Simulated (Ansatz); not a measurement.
Total energies of Si20H27⁺, a nanocrystal with a defect cut from the lattice of silicon (one cap removed) from Ansatz at PBE-D4/def2-SVP, gas phase (1 Eh = 27.2114 eV = 2625.5 kJ/mol). The reference geometry is relaxed at PBE-D4/def2-SVP.

Cartesian coordinates in Å:
```
Si 0.543 -4.169 0.302
Si -4.442 -0.142 0.598
Si -1.651 2.972 1.783
Si 3.244 -1.432 1.112
Si 2.052 2.117 1.934
Si -0.543 -0.590 1.112
Si -0.934 -1.797 -2.455
Si -2.046 1.483 -1.992
Si 1.892 0.787 -1.690
Si 0.659 4.237 -1.036
Si -2.690 -1.537 1.329
Si 1.080 -2.247 1.553
Si 0.415 -3.682 -1.999
Si -0.104 1.298 2.427
Si -4.195 0.592 -1.627
Si -1.295 3.056 -0.528
Si 3.639 0.455 2.470
Si 3.539 -0.808 -1.138
Si 2.295 2.671 -0.346
Si -0.271 0.060 -1.124
H 1.597 -5.223 0.516
H -0.790 -4.693 0.765
H -5.744 -0.895 0.675
H -4.530 1.077 1.475
H -1.246 4.328 2.300
H -3.081 2.665 2.121
H 4.239 -2.514 1.451
H 2.271 3.373 2.741
H -2.371 -2.081 -2.106
H -0.864 -1.372 -3.899
H -1.651 1.846 -3.398
H 1.898 1.170 -3.149
H 0.646 5.493 -0.207
H 0.728 4.537 -2.507
H -2.907 -1.915 2.771
H -2.694 -2.788 0.491
H 0.978 -2.558 3.028
H -0.209 -4.833 -2.748
H 1.782 -3.408 -2.561
H -0.236 1.027 3.905
H -5.157 1.706 -1.944
H -4.379 -0.524 -2.617
H 3.491 0.091 3.924
H 5.019 1.003 2.216
H 4.864 -0.107 -1.289
H 3.492 -1.986 -2.069
H 3.667 3.259 -0.570
```

```json
{"state": "charge 1 singlet", "geometry": "reference", "energy (Eh)": "-5801.35467"}
{"state": "charge 2 doublet", "geometry": "reference", "energy (Eh)": "-5800.96186"}
{"state": "charge 0 doublet", "geometry": "reference", "energy (Eh)": "-5801.56648"}
```

Single mean-field runs in def2-SVP are fitted with def2-universal-jkfit.

Question: Work out the vertical ionisation energy to the doublet.

Answer: E(charge 2 doublet) − E(charge 1 singlet) = -5800.96186 − (-5801.35467) = 0.39281 Eh = 10.69 eV. For comparison, −ε of the highest occupied level is 9.12 eV at this level, 1.57 eV less.

Question: Work out the vertical electron affinity, to the doublet.

Answer: E(charge 1 singlet) − E(charge 0 doublet) = -5801.35467 − (-5801.56648) = 0.21181 Eh = 5.76 eV.

Question: Give the fundamental gap IE − EA, the Mulliken electronegativity (IE + EA)/2 and the hardness (IE − EA)/2.

Answer: From the values in Eh: IE − EA = 0.39281 − 0.21181 = 0.18100 Eh = 4.93 eV; (IE + EA)/2 = 8.23 eV; (IE − EA)/2 = 2.46 eV. The HOMO–LUMO gap of the same run is 1.81 eV, 3.12 eV smaller than the fundamental gap.
